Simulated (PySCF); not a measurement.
Below is a simulated gas-phase F 1s photoelectron spectrum of `[F][V]([F])([F])([F])[F]`.

Every computed line was given a Gaussian of 1.0 eV full width at half maximum and an area set by the number of equivalent atoms; the highest printed point is 100. Level of theory: delta-SCF UKS SCAN, pcX-2 on the ionised atom, pcseg-1 elsewhere, spin-free X2C in PySCF 2.14.0.

```tsv
binding energy (eV)	intensity
691.1	0
691.2	0
691.3	1
691.4	1
691.5	2
691.6	4
691.7	7
691.8	11
691.9	17
692.0	25
692.1	33
692.2	42
692.3	52
692.4	60
692.5	67
692.6	72
692.7	75
692.8	78
692.9	80
693.0	84
693.1	88
693.2	93
693.3	97
693.4	100
693.5	99
693.6	95
693.7	87
693.8	75
693.9	62
694.0	48
694.1	36
694.2	25
694.3	17
694.4	10
694.5	6
694.6	3
694.7	2
694.8	1
694.9	0
695.0	0
```

Question: How many maxima does the curve show, and how many computed lines lie under it?

Answer: The curve has 1 maximum (at 693.4 eV). Under it lie 2 lines from 2 inequivalent fluorine sites. At this width some lines have no maximum of their own.

Question: Decompose the envelope and assign each component. Numbering: `[F:1][V:2]([F:3])([F:4])([F:5])[F:6]`.

Answer: 
| position (eV) | relative area | line | atoms | environment |
| --- | --- | --- | --- | --- |
| 692.58 | 2 | F 1s | F1/F6 | fluorine bonded to V |
| 693.51 | 3 | F 1s | F3/F4/F5 | fluorine bonded to V |

Lowest listed F 1s: F1/F6, bonded to V. Highest, 0.93 eV above it: F3/F4/F5, bonded to V.

Shake-up satellites, vibrational structure and lifetime widths aren't simulated. Atoms equivalent by their bonding share one computed value, that of the first of them. Geometry: PBE0-D3(BJ)/def2-SVP; no solvent, vibrations or thermal averaging.

Hardware: x86-64 server, one thread, on a shared host. Cost: 21 s wall.
